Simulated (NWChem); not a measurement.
System: SF3, doublet; SMILES F[S](F)F

Here is an NWChem input.

```
start job
memory heap 200 mb stack 900 mb global 1100 mb
geometry units angstroms noautoz
  F     -1.649557     0.171772     0.301128
  S      0.000006    -0.091420     0.353065
  F      1.649550     0.171771     0.301127
  F      0.000001    -0.023421    -1.241324
end
basis spherical
  * library 6-31g*
end
dft
  odft
  mult 2
  xc scan
  iterations 150
  mulliken
end
task dft energy
```

The geometry was optimised at PBE0/def2-SVP, spin-unrestricted. No stability test was run on the SCF state.

What results follow from this input? (SCAN/6-31G* (spherical d), spin-unrestricted.) Quantities: energy (Ha); highest occupied level (eV); lowest empty minus highest occupied level, either spin (eV); dipole (D); <S²>.


| Item | Result |
|---|---|
| energy (Ha) | -697.55 |
| highest occupied level (eV) | -6.82 |
| lowest empty minus highest occupied level, either spin (eV) | 1.83 |
| dipole (D) | 0.74 |
| <S²> | 0.755 |
